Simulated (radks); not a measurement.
Q: Radial electron density D(r) = 4 pi r^2 rho(r) of an atom or ion with 6 electrons. Calculated with a radial shooting solver on a logarithmic mesh with Libxc functionals: scalar-relativistic Kohn-Sham, Slater X-alpha with alpha = 0.826, spin-polarised, spherical densities, point nucleus.

| r (bohr) | D(r) (e/bohr) | spin D(r) |
|---|---|---|
| 0.002403 | 12.06 | 0.00105 |
| 0.002645 | 13.94 | 0.00204 |
| 0.002911 | 16.06 | 0.00351 |
| 0.003205 | 18.44 | 0.00566 |
| 0.003528 | 21.10 | 0.00878 |
| 0.003883 | 24.05 | 0.0133 |
| 0.004274 | 27.30 | 0.0196 |
| 0.004668 | 30.54 | 0.0277 |
| 0.005138 | 34.33 | 0.0400 |
| 0.005656 | 38.38 | 0.0572 |
| 0.006225 | 42.64 | 0.0809 |
| 0.006853 | 47.05 | 0.114 |
| 0.007543 | 51.52 | 0.159 |
| 0.008303 | 55.95 | 0.220 |
| 0.009067 | 59.86 | 0.296 |
| 0.009981 | 63.83 | 0.405 |
| 0.01099 | 67.31 | 0.552 |
| 0.01209 | 70.14 | 0.747 |
| 0.01331 | 72.14 | 1.00 |
| 0.01465 | 73.14 | 1.34 |
| 0.01613 | 73.02 | 1.77 |
| 0.01761 | 71.87 | 2.28 |
| 0.01939 | 69.48 | 2.96 |
| 0.02134 | 65.98 | 3.82 |
| 0.02349 | 61.58 | 4.87 |
| 0.02586 | 56.57 | 6.12 |
| 0.02846 | 51.33 | 7.61 |
| 0.03133 | 46.32 | 9.31 |
| 0.03421 | 42.31 | 11.1 |
| 0.03766 | 38.97 | 13.1 |
| 0.04146 | 36.98 | 15.2 |
| 0.04563 | 36.46 | 17.3 |
| 0.05023 | 37.29 | 19.3 |
| 0.05529 | 39.12 | 20.9 |
| 0.06086 | 41.39 | 22.0 |
| 0.06646 | 43.27 | 22.4 |
| 0.07316 | 44.45 | 22.2 |
| 0.08053 | 44.17 | 21.1 |
| 0.08864 | 42.07 | 19.3 |
| 0.09758 | 38.17 | 16.8 |
| 0.1074 | 32.78 | 14.0 |
| 0.1182 | 26.51 | 11.0 |
| 0.1291 | 20.60 | 8.32 |
| 0.1421 | 14.60 | 5.78 |
| 0.1564 | 9.580 | 3.73 |
| 0.1722 | 5.774 | 2.22 |
| 0.1895 | 3.172 | 1.21 |
| 0.2086 | 1.574 | 0.598 |
| 0.2297 | 0.6995 | 0.266 |
| 0.2508 | 0.2990 | 0.114 |
| 0.2761 | 0.1042 | 0.0399 |
| 0.3039 | 0.03141 | 0.0122 |
| 0.3345 | 0.008077 | 0.00317 |

What is the nuclear charge?

A: Z = 59. The innermost maximum, from 1s, lies near gamma/Z bohr with gamma = sqrt(1 - (Z/c)^2) = 0.903, here 0.0153 bohr (found: 0.0153), and its height grows with Z. The density is that of the praseodymium ion Pr53+ in [He] 2s2 2p2; the configuration itself is not fixed sharply by these data, and Z only to a few units. D(r) has 2 maxima, at r = 0.0153, 0.0755 bohr, and minima at 0.0449 bohr, inside which lie 2.21 electrons.
